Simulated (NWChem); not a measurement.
C3H7O2, doublet; SMILES [CH](COC)O

```xyz
12

C      0.2540     2.1194    -0.0152
O      0.3320     0.7514     0.3279
C     -0.8447     0.0152    -0.0018
C     -0.5165    -1.4275     0.1944
O      0.6956    -1.8462    -0.2758
H     -0.5494     2.6290     0.5387
H      1.2116     2.5737     0.2518
H      0.0758     2.2593    -1.0933
H     -1.1197     0.2468    -1.0537
H     -1.6970     0.3139     0.6296
H     -1.2893    -2.1869     0.1360
H      1.2751    -1.0620    -0.2364
```
Atoms are numbered in this order, from 1.

Program: NWChem. Spin-unrestricted. Coordinates come from a B3LYP/6-31G* (spherical d), spin-unrestricted optimisation. No stability test was run on the SCF state. Level: M05-2X/def2-SVP with SMD (1 M gas to 1 M solution), gas-phase geometry. Reactions with the solvent are ignored.

| solvent | dielectric constant | solvation free energy (kcal/mol) | cavity-dispersion-structure term (kcal/mol) | dipole in solution (D) |
|---|---|---|---|---|
| water | 78.4 | -4.0 | 4.2 | 3.59 |
| ethyl acetate | 5.99 | -4.2 | … | … |
| diethyl ether | 4.24 | -4.3 | -1.1 | 3.20 |
| 2-propanol | 19.3 | -5.2 | 1.6 | 3.47 |

### Question
Some entries are withheld; supply them.

### Answer

- ethyl acetate, cavity-dispersion-structure term (kcal/mol): -0.7
- ethyl acetate, dipole in solution (D): 3.24
